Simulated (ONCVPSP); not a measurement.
Ni (Z = 28), ONCV: configuration errors across variants

ONCVPSP 4.0.1 input, shortened (lines: element, Z, core and valence counts, functional; n l f; lmax; l rc ep ncon nbas qcut; lloc lpopt rc5 dvloc0; l nproj debl; icmod fcfact rcfact), PBE, scalar-relativistic:

```
  Ni 28.00    3    4        4      upf
    1    0    2.00
    2    0    2.00
    2    1    6.00
    3    0    2.00
    3    1    6.00
    3    2    8.00
    4    0    2.00
    2
    0    1.40    0.00    4    7    9.40
    1    1.15    0.00    4    9   15.00
    2    1.05    0.00    4    9   12.30
    4    5    0.70    0.00
    0    3    1.60
    1    3    2.00
    2    2    1.00
    4    0.65    0.00
```

In the p channel the program set the typed energies aside and used -2.623, 0.250, 2.250 Ha.

All-electron excitation energies from the reference (eV): (1) 3s2 3p6 3d8 4s1 9.323; (2) 3s2 3p6 3d8 4s0 26.674; (3) 3s2 3p6 3d7 4s0 64.140; (4) 3s2 3p6 3d8.5 4s1.5 -1.183.

1 further variants failed, have other tests or too few solved ones, and are left out.

Errors AE − PS in meV (a dash: test not solved or not reliable):

| change | (1) | (2) | (3) | (4) | bound ghosts | GHOST(+) flags above zero |
| --- | --- | --- | --- | --- | --- | --- |
| base | -0.9 | -0.6 | -4.9 | +1.1 | none | s |
| s: rc 1.16 | -0.9 | -1.6 | -13 | +0.7 | none | s |
| d: debl 0.55 | -0.9 | -0.6 | -4.9 | +1.1 | none | s |
| s: qcut 9; p: qcut 14.3; d: qcut 11.8 | -1.0 | -0.7 | -4.7 | +1.2 | none | s |
| d: ncon 3, nbas 8 | -14 | -14 | -24 | +3.7 | none | s |
| local potential polynomial inside 0.70 bohr (lpopt 5, dvloc0 7.5 Ha) | -0.9 | -0.6 | -4.9 | +1.1 | none | none |
| s: qcut 10.1 | -0.9 | -0.4 | -4.8 | +1.1 | none | none |
| d: nproj 0; local potential the d channel | -0.7 | -0.4 | -34 | -2.6 | none | s |
| core correction Teter function, fcfact 5.5, rcfact 1.15 | -0.9 | -0.8 | -5.0 | +1.0 | none | s |
| p: rc 1.18 | -0.9 | -0.6 | -4.8 | +1.1 | none | s |

Task: Give the same row for: p: qcut 10.1.

Result: -0.9, -0.6, -5.2, +1.0; bound ghosts: none; GHOST(+) flags above zero: s.
